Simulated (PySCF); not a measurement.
In(I)2(OH) (HI2InO), SMILES [I][In]([I])[OH]. Atoms are numbered in the order given.

```xyz
5

In     0.7212    -0.0080     0.0000
I     -0.5724     2.3519     0.0000
I     -0.5653    -2.3508     0.0000
O      2.7355    -0.0651     0.0000
H      3.0783     0.8519     0.0000
```

The structure is a stationary point at PBE-D3(BJ)/def2-SVP. The structure was generated by enumeration; whether it is a known compound was not checked. The def2 effective core potentials stand for the cores of I, In; spin–orbit coupling is left out. The values are those of a single conformer.

Level of theory: M06-2X/def2-TZVP (PySCF).

ESP charges are fitted to the potential on shells at 1.4 to 2.0 van der Waals radii. Atomic charges (e):

```tsv
atom	Mulliken	Löwdin	ESP fit
In1	0.93	-0.11	…
I2	-0.28	0.13	…
I3	-0.28	0.15	…
O4	-0.71	-0.34	…
H5	0.33	0.17	…
```

### Question
What belongs in the gaps? (Estimate from the structure and the level; the computed values follow.)

### Answer

- In1, ESP fit: 0.61
- I2, ESP fit: -0.19
- I3, ESP fit: -0.15
- O4, ESP fit: -0.62
- H5, ESP fit: 0.35
